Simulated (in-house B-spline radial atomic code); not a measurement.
# PBE hybrid excitations of Al⁹⁺

Method: PBE hybrid with 0.5 exact exchange. Computed with a B-spline radial code for spherical atoms: linear response of the closed shell [He] 2s2 with the functional's adiabatic kernel; non-relativistic, point nucleus, no spin-orbit coupling, no double excitations, S, P, D and F terms only.

Command:
```bash
python run_td.py task.json out
```
Settings (radii: box in bohr, nucleus in fm):
```
Z                        13
electrons                4
configuration            [He] 2s2
hamiltonian              nr
method                   pbeh
box_radius               10.59
exact_exchange_fraction  0.5
intervals                48
```

Run time, properties included: 0.1 s on 1 thread of Arm Neoverse N1, on a shared host.

The lowest states, in the order of their Tamm-Dancoff energies; the method's threshold (minus the highest occupied level) is 386.27 eV. Labels give the largest channel, * marks a mixed state, and oscillator strengths are full-response dipole values. Semilocal kernels can invert the small singlet-triplet splittings of Rydberg terms. Energies in eV:

```tsv
state	full response	Tamm-Dancoff	oscillator strength
2s → 2p 3P	14.042	16.457	-
2s → 2p 1P	33.43	34.92	0.272
2s → 3s 3S	226.36	226.38	-
2s → 3s 1S	230.27	230.30	-
2s → 3p 3P	234.29	234.30	-
2s → 3p 1P	?	?	?
2s → 3d 3D	238.43	238.46	-
2s → 3d 1D	241.71	241.71	-
2s → 4s 3S	300.65	300.65	-
2s → 4s 1S	301.81	301.82	-
2s → 4p 3P	303.81	303.81	-
2s → 4p 1P	304.18	304.18	0.156
2s → 4d 3D	305.64	305.65	-
2s → 4d 1D	?	?	-
2s → 4f 3F	307.44	307.44	-
2s → 4f 1F	307.59	307.59	-
2s → 5s 3S	332.78	332.78	-
2s → 5s 1S	333.30	333.30	-
2s → 5p 3P	334.35	334.35	-
2s → 5p 1P	334.52	334.52	0.0661
2s → 5d 3D	335.27	335.28	-
2s → 5d 1D	335.76	335.76	-
```

Task: Where does 2s → 4d 1D lie?

Result: At 306.70 eV in full response, 306.70 eV in Tamm-Dancoff.

Task: Where does 2s → 3p 1P lie?

Result: At 235.51 eV in full response, 235.51 eV in Tamm-Dancoff, oscillator strength 0.589.

Task: How large is the singlet-triplet splitting of 2s → 2p (P terms) in Tamm-Dancoff?

Result: 18.5 eV, from the unrounded values.

Task: What polarisabilities and dispersion coefficient does the method give?

Result: Dipole 0.1924 bohr³, quadrupole 0.01498 bohr⁵, C6 0.03829 hartree·bohr⁶ for two such species.
